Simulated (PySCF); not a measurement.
Compound: C₇H₁₆P₂.
SMILES with atom numbers: `[CH3:1][P:2]([CH3:3])[PH:4][CH:5]1[CH2:6][CH2:7][CH2:8][CH2:9]1`

Structure used (GFN2-xTB), in Å, numbered top down from 1:
```xyz
25
C7H16P2 angstrom
C      3.1673   -1.0214    0.7613
P      1.6910   -0.3723   -0.1578
C      2.5002    1.1383   -0.8712
P      0.7133    0.5905    1.5468
C     -1.0629    0.3822    1.0154
C     -1.3892    1.1548   -0.2646
C     -2.6851    0.5049   -0.7310
C     -2.4213   -0.9860   -0.5092
C     -1.5092   -1.0635    0.7271
H      3.5614   -0.2783    1.4536
H      2.8865   -1.9172    1.3128
H      3.9356   -1.2852    0.0364
H      3.1853    0.8274   -1.6588
H      3.0489    1.6878   -0.1078
H      1.7427    1.7874   -1.3067
H      0.7387   -0.5765    2.3197
H     -1.6661    0.7937    1.8346
H     -1.4772    2.2273   -0.0936
H     -0.6061    0.9775   -1.0073
H     -3.5139    0.8412   -0.1052
H     -2.9218    0.7340   -1.7694
H     -1.9034   -1.3952   -1.3771
H     -3.3439   -1.5478   -0.3693
H     -2.0336   -1.4770    1.5890
H     -0.6482   -1.7025    0.5203
```

NICS = −σ at a ghost point: NICS(0) at the centroid of the ring atoms, NICS(1) 1 Å to either side along the normal of their mean plane, zz for the tensor component along that normal. Level: GIAO PBE0/pcSseg-1 (PySCF, non-relativistic, gas phase) on the GFN2-xTB geometry, one conformer.

Ring bond lengths (Å), with Mayer bond orders in brackets: C5–C6 1.530 (0.98), C6–C7 1.523 (1.03), C7–C8 1.530 (1.04), C8–C9 1.538 (1.03), C9–C5 1.540 (0.98).

Give the NICS values of each ring in ppm.

```csv
ring,type,NICS(0),"NICS(1), two faces","NICS(1)zz, two faces",rms pucker (Å),"centre to ring atoms, mean (Å)"
C5–C6–C7–C8–C9,5-membered carbocycle; formal bonds all single,-5.9,-3.9 / -4.3,-4.9 / -4.1,0.18,1.28
```

What can be read from them?

- C5–C6–C7–C8–C9: mean NICS(1)zz -4.5 ppm, shielded. C5, C6, C7, C8, C9 have four or more neighbours, so the value isn't read as a sign of a π ring current.

How shielded are the nuclei of the rings and their hydrogens (means over atoms taken as equivalent)?

```tsv
atoms	environment	σ isotropic (ppm)
C5	sp3 carbon bound to phosphorus	151.5
C6 (×2)	ring CH2 carbon	149.4
C7 (×2)	ring CH2 carbon	155.5
H17	methine hydrogen	29.70
H18 (×2)	methylene hydrogen	29.82
H19 (×2)	methylene hydrogen	30.15
H20 (×2)	methylene hydrogen	30.07
H21 (×2)	methylene hydrogen	29.96
```
